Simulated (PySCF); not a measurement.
Delta-SCF ions had no search for a lower state. Excitations are Tamm–Dancoff values on a coarser integration grid. The basis has no diffuse functions, so Rydberg states are missing or too high.

Species: HCl₃Si, SMILES `Cl[SiH](Cl)Cl` (charge 0, multiplicity 1).

Problem. What vertical ionisation energy (Delta-SCF), brightest of the four lowest singlets (TDA) and S1 excitation (TDA) does CAM-B3LYP-D3(BJ)/def2-TZVP in PySCF 2.14.0 give?

Solution. 
```json
{
 "vertical ionisation energy (Delta-SCF)": "11.76 eV",
 "brightest of the four lowest singlets (TDA)": "8.44 eV",
 "S1 excitation (TDA)": "8.07 eV"
}
```
